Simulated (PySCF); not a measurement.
In(F)(Me)2 (C2H6FIn), SMILES [In]([CH3])([F])[CH3].

Geometry: PBE-D3(BJ)/def2-SVP. The structure was generated by enumeration; whether it is a known compound was not checked. The def2 effective core potentials stand for the cores of In; spin–orbit coupling is left out.

Method: PBE-D3(BJ)/def2-SVP (PySCF 2.14.0).

Frequencies are harmonic and unscaled.

Computed vibrational spectrum:
```csv
mode,ν (cm⁻¹),IR (km/mol),moving atoms (share of kinetic energy)
1,24,0.0,H 99 %
2,33,0.8,H 95 %
3,111,0.9,"C 56 %, H 29 %, In 14 %"
4,126,4.2,"C 37 %, In 27 %, H 22 %, F 13 %"
5,145,15.8,"F 58 %, C 20 %, H 11 %, In 10 %"
6,457,1.6,"C 80 %, H 18 %"
7,512,37.9,"C 64 %, In 19 %, H 17 %"
8,555,56.1,"F 86 %, In 14 %"
9,631,0.0,"H 88 %, C 12 %"
10,684,15.2,"H 85 %, C 15 %"
11,708,51.6,"H 82 %, C 16 %"
12,725,57.7,"H 82 %, C 17 %"
13,1127,0.7,"H 81 %, C 19 %"
14,1128,0.5,"H 84 %, C 16 %"
15,1378,1.0,H 95 %
16,1379,0.0,H 95 %
17,1382,3.6,H 95 %
18,1382,3.3,H 95 %
19,2989,7.1,H 98 %
20,2990,0.5,H 98 %
21,3103,0.0,"H 91 %, C 9 %"
22,3104,1.7,"H 90 %, C 10 %"
23,3115,0.1,"H 90 %, C 10 %"
24,3115,6.1,"H 90 %, C 10 %"
```
